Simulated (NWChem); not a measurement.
System meant: C₂H₃BFNO; SMILES FB1COC=N1

Here is an NWChem input.

```
start job
memory heap 200 mb stack 900 mb global 1100 mb
geometry units angstroms noautosym nocenter noautoz
  F     -0.043911     2.106502     0.000000
  B      0.029516     0.787944     0.000000
  C     -1.189112    -0.231509     0.000000
  O     -0.487517    -1.489521     0.000000
  C      0.812670    -1.199923     0.000000
  N      1.236127     0.011439     0.000000
  H     -1.837986    -0.194372     0.889356
  H     -1.837986    -0.194372    -0.889356
  H      1.445213    -2.098556     0.000000
end
basis spherical
  * library 6-31g*
end
dft
  xc xtpss03 ctpss03
  iterations 150
end
property
  shielding 8 1 2 3 4 5 6 7 9
end
task dft property
```

End of the output:

```
 Vector   25  Occ=0.000000D+00  E= 7.952617D-02
              MO Center= -6.8D-01, -4.5D-01, -5.4D-11, r^2= 3.1D+00
   Bfn.  Coefficient  Atom+Function         Bfn.  Coefficient  Atom+Function
  ----- ------------  ---------------      ----- ------------  ---------------
    48      0.949477  4 O  s                 36      0.808873  3 C  py
    90      0.577220  9 H  s                 35     -0.442222  3 C  px
    64      0.438429  5 C  py                50      0.436005  4 O  py
    22      0.423529  2 B  py                32      0.333547  3 C  py
    46      0.289329  4 O  py                20     -0.272387  2 B  s

 center of mass
 --------------
 x =   0.04857304 y =   0.11608946 z =   0.00000000

 moments of inertia (a.u.)
 ------------------
         536.832382895565           2.001361195696           0.000000000000
           2.001361195696         216.366051037600           0.000000000000
           0.000000000000           0.000000000000         741.811833822342

     Multipole analysis of the density
     ---------------------------------

     L   x y z        total         alpha         beta         nuclear
     -   - - -        -----         -----         ----         -------
     0   0 0 0     -0.000000    -22.000000    -22.000000     44.000000

     1   1 0 0     -0.715804     -0.372758     -0.372758      0.029712
     1   0 1 0     -0.537998     -0.256008     -0.256008     -0.025982
     1   0 0 1     -0.000000     -0.000000     -0.000000      0.000000

     2   2 0 0    -24.855155    -72.976235    -72.976235    121.097315
     2   1 1 0     -2.673537      1.029687      1.029687     -4.732910
     2   1 0 1      0.000000      0.000000      0.000000      0.000000
     2   0 2 0    -25.666807   -145.374707   -145.374707    265.082608
     2   0 1 1     -0.000000     -0.000000     -0.000000      0.000000
     2   0 0 2    -23.140648    -14.394872    -14.394872      5.649096

          -----------------------------------------
          Chemical Shielding Tensors (GIAO, in ppm)
          -----------------------------------------

 ------------------------------------------------------------------------
  xtpss03: d2 not coded                    0
 ------------------------------------------------------------------------
 ------------------------------------------------------------------------
  current input line :
    24: task dft property
 ------------------------------------------------------------------------
 ------------------------------------------------------------------------
 This error has not yet been assigned to a category
 ------------------------------------------------------------------------
 For more information see the NWChem manual at https://nwchemgit.github.io

0: xtpss03: d2 not coded:Received an Error in Communication
```

Problem. What is wrong, and how is it mended?

Solution. The run crashed. Cause: this functional's second derivatives, which shieldings need, aren't coded here; the fix takes a hybrid GGA instead. This input runs:
```
start job
memory heap 200 mb stack 900 mb global 1100 mb
geometry units angstroms noautosym nocenter noautoz
  F     -0.043911     2.106502     0.000000
  B      0.029516     0.787944     0.000000
  C     -1.189112    -0.231509     0.000000
  O     -0.487517    -1.489521     0.000000
  C      0.812670    -1.199923     0.000000
  N      1.236127     0.011439     0.000000
  H     -1.837986    -0.194372     0.889356
  H     -1.837986    -0.194372    -0.889356
  H      1.445213    -2.098556     0.000000
end
basis spherical
  * library 6-31g*
end
dft
  xc pbe0
  iterations 150
end
property
  shielding 8 1 2 3 4 5 6 7 9
end
task dft property
```
It converges to -332.39117 Ha (PBE0/6-31G* (spherical d), GIAO).
